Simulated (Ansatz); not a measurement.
Geometry optimisation, Ansatz, RHF/def2-SVP.

Input file:

```yaml
crystal:
  periodic: [false, false, false]
  atoms:
    - { symbol: B, position_ang: [0.0, 0.0, 0.0] }
    - { symbol: H, position_ang: [0.0, 0.0, 1.54] }
    - { symbol: C, position_ang: [1.3856, 0.0, -0.8] }
    - { symbol: H, position_ang: [1.7152, -1.0462, -0.9702] }
    - { symbol: H, position_ang: [1.2491, 0.508, -1.7774] }
    - { symbol: H, position_ang: [2.1552, 0.5381, -0.2082] }
    - { symbol: H, position_ang: [-1.0305, 0.0, -0.595] }
    - { symbol: Br, position_ang: [0.1049, 2.2181, 0.7379] }
    - { symbol: H, position_ang: [0.041, 0.8666, 1.7013] }
basis:
  gaussian: { orbitals: def2-SVP }
hamiltonian:
  xc: hf
relax:
  f_tol: 0.15
  max_steps: 25
  restrain:
    - { distance: [0, 7], at: 2.04, k: 30.0 }
    - { distance: [8, 1], at: 0.66, k: 30.0 }
    - { distance: [0, 1], at: 2.39, k: 30.0 }
    - { distance: [8, 7], at: 2.75, k: 30.0 }
```

Command:

```bash
$ ansatz run input.yaml --threads 1 --pin off --max-ram 2048MiB --backend cpu --events-out ev --progress --plain --runs-dir out
```

**Question.** Where does it end, and by what steps?

**Answer.** It converged. The restraints hold the end off the free minimum; the threshold counts their pulls, which the force column leaves out. Restrained pairs: B1–Br8 (2.34 → 2.01 Å), H2–H9 (0.88 → 0.71 Å), B1–H2 (1.54 → 2.40 Å), Br8–H9 (1.66 → 2.76 Å). After 7 steps the energy has fallen by 2.962 eV (the restraints' own energy left out); B1 moved furthest, 0.71 Å.

| step | energy less start (eV) | largest force component (eV/Å) | accepted |
| --- | --- | --- | --- |
| 0 | 0.0000 | 3.366 | yes |
| 1 | -0.7631 | 4.225 | yes |
| 2 | -1.6598 | 5.248 | yes |
| 3 | -2.5042 | 2.837 | yes |
| 4 | -2.7634 | 1.830 | yes |
| 5 | -2.9433 | 1.262 | yes |
| 6 | -2.8445 | 1.201 | yes |
| 7 | -2.9625 | 1.594 | yes |

```xyz
9
Properties=species:S:1:pos:R:3
B -0.019 0.611 -0.370
H 0.173 -0.328 1.826
C 1.382 0.062 -0.776
H 1.417 -1.028 -0.739
H 1.550 0.360 -1.818
H 2.201 0.483 -0.194
H -1.055 0.037 -0.487
Br -0.180 2.516 0.240
H 0.151 0.372 1.946
```

The run took 17 s on 1 thread of Arm Neoverse V1 (shared host), peak memory 0.17 GiB.
